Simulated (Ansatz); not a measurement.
Species: CoF$_{2}$ (charge +1, quintet). The spin state was set by rule; other spins were not relaxed. 
Coordinates optimised at B3LYP-D3(BJ)/def2-TZVP (Ansatz, a first-principles code):
SMILES: [F][Co+][F]
```xyz
3

Co     0.0000     0.0000     0.0000
F      0.0000     0.0000     1.6733
F      0.0000     0.0000    -1.6733
```
Charge +1, spin multiplicity 5.

Wanted: vertical ionisation energy (to the sextet state of charge +2; each state is the SCF solution reached for its spin; for the sextet the Hartree-Fock reference is unstable and T1 is 0.054; for the quintet T1 is 0.052), in eV. Correlated levels leave the core frozen unless marked. Open shells are spin-unrestricted. No spin-orbit coupling. The frozen core is the preceding noble-gas configuration, with the filled d and f shells of earlier blocks. Non-relativistic. 

| level | program | vertical ionisation energy (eV) |
|---|---|---|
| SVWN5/def2-TZVPD | Ansatz | 21.83 |
| PBE/def2-TZVPD | Ansatz | 21.59 |
| r2SCAN/def2-TZVPD | Ansatz | 21.69 |
| B3LYP/def2-TZVPD | Ansatz | 21.78 |
| PBE0/def2-TZVPD | Ansatz | 21.54 |
| BHLYP/def2-TZVPD | Ansatz | 20.90 |
| CAM-B3LYP/def2-TZVPD | Ansatz | 21.79 |
| wB97M-V/def2-TZVPD | Ansatz | 21.60 |
| wB97X-V/def2-TZVPD | Ansatz | 21.64 |
| CCSD/def2-SVPD | Ansatz | 21.15 |
| CCSD/def2-TZVPPD | Ansatz | 21.24 |
| CCSD(T)/def2-SVPD | Ansatz | 21.33 |
| CCSD(T)/def2-TZVPPD | Ansatz | 21.51 |
